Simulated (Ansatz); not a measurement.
A nudged elastic band was laid between two geometries of BrH + ClGeH3 (7 atoms, charge 0, multiplicity 1).

All numbers below come from Ansatz 0.2.0, RKS B3LYP-D4/def2-SVP.

```json
{
  "movable images": "1",
  "climbing image": "no",
  "spring": "5.0 eV/Å²",
  "optimiser": "quadratic models (default)",
  "start path": "through a guess of the saddle point",
  "force threshold": "0.05 eV/Å",
  "iteration limit": "60",
  "end points": "relaxed"
}
```

First end point:

```xyz
7
Properties=species:S:1:pos:R:3
Ge -1.067 0.080 -0.208
Cl -0.017 -1.665 0.627
H -0.456 0.347 -1.589
H -0.848 1.240 0.773
H -2.546 -0.327 -0.299
H 2.046 -0.403 0.492
Br 2.888 0.728 0.204
```

Last end point:

```xyz
7
Properties=species:S:1:pos:R:3
Ge -0.614 0.636 -0.576
Cl 0.627 -1.907 1.897
H -1.049 1.674 -1.624
H -0.916 1.101 0.854
H -1.173 -0.760 -0.880
H 1.398 -1.238 1.093
Br 1.728 0.494 -0.763
```

(1) Which bonds break or form, and what moves?

(2) What energy profile does the band end with?

The band took 17 iterations and roughly 110 core-seconds.

## Answers

(1) Bonds broken: Ge1–Cl2, H6–Br7. Bonds formed: Ge1–Br7, Cl2–H6. BrH + ClGeH3 becomes BrGeH3 + ClH.

(2) The forces met the threshold. The highest image is number 0 of 0 to 2, 0.0 kJ/mol above the first end and 4.6 kJ/mol above the last; the last end lies 4.6 kJ/mol below the first. The highest image is an end point: on this band no image between the ends rises above it. So few images can step over the top or miss a turn of the path. The orbitals stay closed-shell, which can raise the energy where a bond breaks towards radicals; this wasn't checked here.

```csv
image,path coordinate (Å),energy (kJ/mol),Ge1–Cl2 (Å),H6–Br7 (Å),Ge1–Br7 (Å)
0,0.00,0.0,2.20,1.44,4.03
1,3.09,-2.7,3.83,2.49,2.36
2,6.18,-4.6,3.76,2.56,2.35
```

Run time: 58 s on 2 threads of Arm Neoverse V1, with other jobs on the host, peak memory 0.25 GiB.
